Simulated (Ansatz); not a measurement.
Cost and result for the atomization energy of F$_{2}$GeH$_{2}$OS, SMILES `[OH][Ge]([F])([F])[SH]` (7 atoms, 6 bonds).

Z-matrix (Å, degrees):
```
Ge
F 1 1.716
F 1 1.722 2 103.4
O 1 1.744 2 111.7 3 114.7
S 1 2.169 2 108.3 3 -122.0
H 4 0.962 1 112.5 2 -81.0
H 5 1.345 1 91.2 2 -159.4
```

Charge 0, multiplicity 1. Correlated methods include outer-core shells of Ge, which these sets cover unevenly. Scalar relativity is left out up to krypton. Geometry: relaxed with PBE0-D4/def2-TZVP. It is one conformer, not always the lowest. Program: Ansatz. All runs use 4 threads of an Arm Neoverse V2 on a shared host. Times are those of one run each, without the atoms' runs, and a repeat can differ threefold. Electronic energies, without spin–orbit coupling; frozen cores. CCSD(T)/CBS adds CCSD(T) − MP2 in def2-TZVPP to the MP2 limit, and its time is that of the two runs behind it. T1 = 0.012. With those shells the extrapolation isn't a true limit. HSE06 is the plane-wave form, built on full-range PBE exchange.

CCSD(T)/CBS is a level of theory with its own doubt, some kJ/mol a heavy atom from the limit and from the frozen cores, so smaller differences don't rank the functionals.

| level | functions | wall time | atomization (kcal/mol) | difference from CCSD(T)/CBS | per bond |
| --- | --- | --- | --- | --- | --- |
| revPBE-D4/def2-TZVPP | 211 | 1.5 s | 578.7 | -13.7 | -2.3 |
| PBE-D4/def2-TZVPP (with forces) | 211 | 1.8 s | 600.0 | 7.6 | 1.3 |
| PBE0-D4/def2-TZVPP | 211 | 2.6 s | 579.3 | -13.1 | -2.2 |
| HSE06-D4/def2-TZVPP | 211 | 2.9 s | 579.7 | -12.7 | -2.1 |
| BHLYP-D4/def2-TZVPP | 211 | 2.9 s | 551.3 | -41.1 | -6.9 |
| CAM-B3LYP-D4/def2-TZVPP | 211 | 2.9 s | 585.5 | -6.9 | -1.2 |
| r2SCAN-D4/def2-TZVPP (with forces) | 211 | 4 s | 591.0 | -1.4 | -0.2 |
| PBE-QIDH/def2-TZVPP | 211 | 4.1 s | 580.1 | -12.3 | -2.0 |
| CCSD(T)/def2-SVP | 102 | 5 s | 538.5 | -53.9 | -9.0 |
| ωB97M-V/def2-TZVPP (with forces) | 211 | 9 s | 587.4 | -5.0 | -0.8 |
| MP2/def2-QZVPP | 390 | 13 s | 609.6 | 17.2 | 2.9 |
| CCSD(T)/def2-TZVPP | 211 | 120 s | 575.0 | -17.4 | -2.9 |
| CCSD(T)/CBS(def2) | – | 2.2 min | 592.4 | 0.0 | 0.0 |

From r2SCAN to r2SCAN0 (25 % exact exchange), in def2-TZVPP and without D4, the atomization energy moves by −20.2 kcal/mol: exact exchange takes away binding that semilocal exchange gives to molecules. Leaving LDA and LC-ωPBE aside and taking each functional with its dispersion term where it has one, the values spread over 48.7 kcal/mol, from BHLYP-D4 to PBE-D4. LDA lies +98.4 kcal/mol from PBE without D4, its usual overbinding. At CCSD(T), def2-SVP lies −53.9 kcal/mol from the extrapolated value and def2-TZVPP −17.5 kcal/mol: correlation converges slowly with the basis, and small sets miss more of it in the bonded molecule than in its fragments.

For some Ge, Se and Sn compounds the MP2-based and the directly extrapolated limit differ by 10 to 25 kJ/mol.
